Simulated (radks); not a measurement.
Question: Species: Sr16+. Configuration: [Ne] 3s2 3p5.75 3d4 4s0.25 (fractional occupations, a model configuration). Method: Dirac Kohn-Sham, PBEsol, spin-unpolarised, spherical densities, finite nucleus; open shells fill j = l - 1/2 first; Fermi nuclear charge, rms radius 4.224 fm; computed with a radial shooting solver on a logarithmic mesh with Libxc functionals. Some entries of the table are withheld. Estimate them.

orbital  occ.  eigenvalue (eV)  <1/r> (bohr^-1)  <r^2> (bohr^2)
1s1/2       2        -16446.40            38.98        0.002069
2s1/2       2        -2678.856            8.805         0.03476
2p1/2       2              (1)            8.770         0.02647
2p3/2       4              (2)            8.431         0.02785
3s1/2       2        -786.0961            3.179             (3)
3p1/2       2              (4)            3.100          0.2330
3p3/2    3.75              (5)            3.021          0.2409
3d3/2       4              (6)            2.874          0.2071
3d5/2       0              (7)            2.854          0.2092
4s1/2    0.25        -353.7678              (8)           1.026

Answer: 
(1) 2p1/2 eigenvalue (eV): -2487.553
(2) 2p3/2 eigenvalue (eV): -2418.869
(3) 3s1/2 <r^2> (bohr^2): 0.2396
(4) 3p1/2 eigenvalue (eV): -717.2630
(5) 3p3/2 eigenvalue (eV): -704.3841
(6) 3d3/2 eigenvalue (eV): -589.3556
(7) 3d5/2 eigenvalue (eV): -586.7995
(8) 4s1/2 <1/r> (bohr^-1): 1.491
